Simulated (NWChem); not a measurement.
Molecule: digermane (Ge$_{2}$H$_{6}$); SMILES [GeH3][GeH3]

All runs: NWChem. Pople sets run with spherical d functions. Each level has its own optimisation; frequencies are unscaled.

For level Hartree-Fock/STO-3G:

| Quantity | Result |
|---|---|
| r Ge–Ge (Å) | 2.358 |
| r Ge–H (Å) | 1.429 |
| highest harmonic frequency (cm⁻¹) | 2477 |
| zero-point energy (kcal/mol) | 34.6 |

Question: Estimate the same quantities for level B3LYP/6-31G*.

Answer: 
| Quantity | Value |
|---|---|
| r Ge–Ge (Å) | 2.449 |
| r Ge–H (Å) | 1.547 |
| highest harmonic frequency (cm⁻¹) | 2124 |
| zero-point energy (kcal/mol) | 28.5 |
